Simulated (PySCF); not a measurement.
Cl2FGa. Atoms are numbered in the order given.

```xyz
4

Ga     0.0000     0.0000     0.2522
F      0.0000     0.0000     1.9877
Cl     0.0000     1.8572    -0.7561
Cl     0.0000    -1.8572    -0.7561
```

Coordinates come from a PBE0-D3(BJ)/def2-SVP optimisation.

These are HF/def2-TZVPD run with PySCF values and carry that method's errors.

Symmetry labels are those of the subgroup C2v that the program uses (full group C2v).

Computed valence orbital energies around the gap with their symmetry:
| orbital | symmetry | energy (eV) |
|---|---|---|
| HOMO−7 | B2 | -17.38 |
| HOMO−6 | B1 | -17.23 |
| HOMO−5 | A1 | -15.97 |
| HOMO−4 | B2 | -14.41 |
| HOMO−3 | B1 | -13.71 |
| HOMO−2 | A1 | -13.52 |
| HOMO−1 | A2 | -13.27 |
| HOMO | B2 | -13.11 |
| LUMO | A1 | 0.58 |
| LUMO+1 | B1 | 1.44 |
| LUMO+2 | B2 | 1.81 |
| LUMO+3 | A1 | 1.93 |
